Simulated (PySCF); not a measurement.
B(Cl)2(OSiH3) (BCl2H3OSi), SMILES B(Cl)(Cl)O[SiH3]. Atoms are numbered in the order given.

```xyz
8

B     -0.0950     0.4954     0.0000
Cl    -0.9115     2.0570     0.0000
Cl     1.6842     0.4503     0.0000
O     -0.8058    -0.6336     0.0000
Si    -0.3827    -2.2753     0.0000
H      0.4036    -2.5793     1.2234
H      0.4036    -2.5793    -1.2234
H     -1.6644    -3.0206     0.0000
```
Charge 0, spin multiplicity 1.

Coordinates come from a B3LYP-D3(BJ)/def2-SVP optimisation. The structure was generated by enumeration, and PubChem lists no compound with its InChIKey, so it may never have been made. Other conformers were not sampled.

Computed with KT2/pcSseg-1 run with PySCF.

GIAO shieldings, no solvent; atoms listed in one row are averaged. δ = σ(ref) − σ: ¹¹B against BF3 (σ = 89.8 ppm); ³⁵Cl against HCl (σ = 945.4 ppm); ¹⁷O against H2O (σ = 330.4 ppm); ²⁹Si against TMS (σ = 361.9 ppm); ¹H against TMS (σ = 31.47 ppm), references at their B3LYP-D3(BJ)/def2-TZVP geometries, non-relativistic (without spin–orbit terms, shifts of atoms bonded to Cl or Br come out too high).

Computed chemical shifts:
| nucleus | atoms | count | δ (ppm) |
|---|---|---|---|
| ¹¹B | B1 | 1 | 19.2 |
| ³⁵Cl | Cl3 | 1 | 199.2 |
| ³⁵Cl | Cl2 | 1 | 189.7 |
| ¹⁷O | O4 | 1 | 160.4 |
| ²⁹Si | Si5 | 1 | -26.9 |
| ¹H | H6, H7, H8 | 3 | 5.35 |
